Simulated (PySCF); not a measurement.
**Deuteron quadrupole couplings in `CSC[Si@H]([SiH2]F)C1CC1`**

C5H13FSSi2.
Z-matrix (Å and degrees, GFN2-xTB geometry), rows numbered from 1:
```
C 
S   1  1.8155
C   2  1.8199  1   99.11
Si  3  1.9178  2  110.35  1  -175.98
Si  4  2.3147  3  111.80  2    65.35
F   5  1.6183  4  106.97  3    70.77
C   4  1.8858  3  107.14  2   -56.46
C   7  1.5035  4  121.01  3  -102.16
C   8  1.4908  7   60.26  4  -108.54
H   1  1.0869  2  109.41  3   -59.46
H   1  1.0869  2  109.55  3    61.88
H   1  1.0850  2  107.02  3  -178.72
H   3  1.0889  2  107.31  1   -55.07
H   3  1.0892  2  107.48  1    61.65
H   4  1.4813  3  103.69  2  -170.93
H   5  1.4615  4  115.09  3  -176.40
H   5  1.4585  4  118.17  3   -44.20
H   7  1.0839  4  115.08  3    43.75
H   8  1.0799  7  118.38  9  -108.39
H   8  1.0794  7  118.23  9   107.97
H   9  1.0798  7  118.52  8   108.33
H   9  1.0799  7  118.10  8  -107.98
```

Level: PBE0/pcSseg-1 (PySCF, non-relativistic); Q(2H) = 0.00286 b; rigid geometry, the same for H and D, with no vibrational averaging.

Question: Rank these positions by the coupling χzz of a deuteron there, largest first.
A. H21 (methylene hydrogen)
B. H13 (methylene hydrogen)
C. H16 (Si–H hydrogen)
D. H18 (methine hydrogen)
E. H15 (Si–H hydrogen)

Answer: A (223 kHz), D (217 kHz), B (211 kHz), C (109 kHz), E (102 kHz).

Q: Give the electric field gradient Vzz (the principal value of largest size), its asymmetry and the 2H coupling at each hydrogen.

A: 
| atom | bonded to | bond length (Å) | Vzz (au) | η | χzz (kHz) |
| --- | --- | --- | --- | --- | --- |
| H10 | C1 | 1.087 | 0.3135 | 0.03 | 211 |
| H11 | C1 | 1.087 | 0.3133 | 0.03 | 211 |
| H12 | C1 | 1.085 | 0.3183 | 0.04 | 214 |
| H13 | C3 | 1.089 | 0.3136 | 0.03 | 211 |
| H14 | C3 | 1.089 | 0.3143 | 0.04 | 211 |
| H15 | Si4 | 1.481 | 0.1517 | 0.02 | 102 |
| H16 | Si5 | 1.462 | 0.1615 | 0.03 | 109 |
| H17 | Si5 | 1.459 | 0.1632 | 0.04 | 110 |
| H18 | C7 | 1.084 | 0.3229 | 0.07 | 217 |
| H19 | C8 | 1.080 | 0.3311 | 0.07 | 223 |
| H20 | C8 | 1.079 | 0.3307 | 0.07 | 222 |
| H21 | C9 | 1.080 | 0.3313 | 0.07 | 223 |
| H22 | C9 | 1.080 | 0.3305 | 0.07 | 222 |

Q: Average by the element that carries the hydrogen.

A: on C: 216 kHz over 10 positions, mean bond length 1.084 Å; on Si: 107 kHz over 3 positions, mean bond length 1.467 Å.

Q: How does χzz go with the bond length over the 10 C–H bonds?

A: A straight-line fit has a slope of -13.6 kHz for each 0.01 Å, with a correlation coefficient of -0.97, over lengths from 1.079 to 1.089 Å. The longer bonds have the smaller couplings here.

Q: Give the 2H NMR doublet splittings at H12 for a magnetic field along the z, y and x axes of the gradient: 3χ/2, 3χ(1 + η)/4, 3χ(1 − η)/4.

A: With |χ| = 213.9 kHz and η = 0.042: 321, 167 and 154 kHz, to first order and without motion.

One conformer (not necessarily the lowest) at the GFN2-xTB geometry, without solvent, vibrations or thermal averaging. GFN2-xTB bond lengths can be off by several hundredths of an ångström, more for odd bonds, and the gradients follow them. The small basis limits the accuracy of the gradients.
